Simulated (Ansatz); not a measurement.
Total energies of AlB$_{2}$FH$_{2}$OS (`[F][Al]1[BH]O[B]1S`).

```xyz
8

F     1.4271    1.5173    2.5695
Al    0.5477    0.8606    1.3379
B    -1.3310    0.7423    0.3312
O    -0.7524   -0.1612   -0.5469
B     0.6012   -0.4672   -0.3163
S     1.4954   -1.6051   -1.3472
H    -2.4802    1.0263    0.1659
H     0.4921   -1.9130   -2.1942
```

The species carries charge 0 and has multiplicity 1. The structure was optimised at the PBE0-D4/def2-TZVP level. It is one conformer, not always the lowest. Basis def2-TZVPP, Ansatz.

RPA on PBE orbitals: Hartree–Fock energy of these orbitals -864.45438 Eh, correlation -1.46705 Eh (frozen core).

```tsv
functional	energy without D4 (Eh)	D4 term (kJ/mol)
B97M-V	-866.63477	–
LC-ωPBE	-866.48153	–
```

Question: Give the same for LDA (SPW92), PBE, revPBE, BLYP, r2SCAN, PBE0, B3LYP, r2SCANh, r2SCAN0, HSE06 (plane-wave form), BHLYP, CAM-B3LYP, ωB97X-V, ωB97M-V, B2PLYP, PBE-QIDH. (Best estimate.)

Answer: Computed: 
| functional | energy without D4 (Eh) | D4 term (kJ/mol) |
| --- | --- | --- |
| LDA (SPW92) | -862.68920 | – |
| PBE | -866.27143 | -19.1 |
| revPBE | -866.63098 | -52.1 |
| BLYP | -866.79718 | -41.3 |
| r2SCAN | -866.66724 | -4.5 |
| PBE0 | -866.33288 | -16.3 |
| B3LYP | -866.87938 | -31.2 |
| r2SCANh | -866.65146 | -4.9 |
| r2SCAN0 | -866.62922 | -5.5 |
| HSE06 (plane-wave form) | -866.30888 | -15.4 |
| BHLYP | -866.73735 | -26.1 |
| CAM-B3LYP | -866.76912 | -16.9 |
| ωB97X-V | -866.66082 | – |
| ωB97M-V | -866.73468 | – |
| B2PLYP | -866.44351 | – |
| PBE-QIDH | -866.12715 | – |

B3LYP takes the VWN-RPA correlation (the form of Gaussian; ORCA's B3LYP/G). HSE06 is the plane-wave form, built on full-range PBE exchange. The double hybrids freeze the cores in their second-order part.

LC-ωPBE has ω = 0.4 bohr⁻¹.
